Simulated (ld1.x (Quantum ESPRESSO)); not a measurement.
Configuration tests for V (ultrasoft)

```json
{
  "Element": "vanadium (V)",
  "Generator": "ld1.x (Quantum ESPRESSO) 7.5",
  "Type": "ultrasoft",
  "Functional": "PBE",
  "Relativity": "fully relativistic",
  "Frozen core": "[Ne] 3s2",
  "Valence charge": "11",
  "Reference configuration": "3p6 3d3 4s2 4p0",
  "Partial waves": "4s (bound): rcut 2.50, rcutus 2.70 bohr; 4s channel at 0.15 Ry: rcut 2.50, rcutus 2.70 bohr; 3p (bound): rcut 1.70, rcutus 2.20 bohr; 4p (bound, empty): rcut 1.70, rcutus 2.20 bohr; 3d (bound): rcut 1.40, rcutus 1.65 bohr; 3d channel at 0.25 Ry: rcut 1.40, rcutus 1.65 bohr",
  "Local potential": "all-electron potential smoothed inside 1.45 bohr (lloc = -1)",
  "Core correction": "none",
  "Augmentation charge": "PSQ, inside the norm-conserving radii"
}
```

Open shells are filled in proportion to 2j + 1 (rel_dist='average').

Energies are relative to the spin-unpolarised reference configuration 3p6 3d3 4s2 4p0; without spin polarisation the order of configurations can differ from experiment. The frozen-core shift is the all-electron ΔE with the core orbitals held at their reference shape minus the fully relaxed ΔE.

| valence configuration | charge | ΔE all-electron (eV) | error AE − PS (meV) | frozen-core shift (meV) |
| --- | --- | --- | --- | --- |
| 3p6 3d3 4s1 4p0 | +1 | 7.735 | +0.6 | +0.2 |
| 3p6 3d2 4s0 4p0 | +3 | 50.928 | +98 | +55 |
| 3p6 3d2 4s2 4p0 | +1 | 10.974 | -29 | +32 |
| 3p5 3d3 4s2 4p0 | +1 | 50.951 | -121 | +60 |
| 3p6 3d3 4s1.5 4p0 | +0.5 | 3.092 | +0.1 | 0.0 |
| 3p6 3d4 4s0 4p0 | +1 | 7.197 | -8.3 | +19 |

What are ΔE and the potential's error for 3p6 3d3 4s0 4p0?

ΔE = 22.031 eV all-electron; the error (AE − PS) is +6.9 meV.

Note: ghost state, extra bound levels that the all-electron valence spectrum of the same l lacks: s at -69.9 eV. A true bound ghost makes a file unfit for plane-wave use.
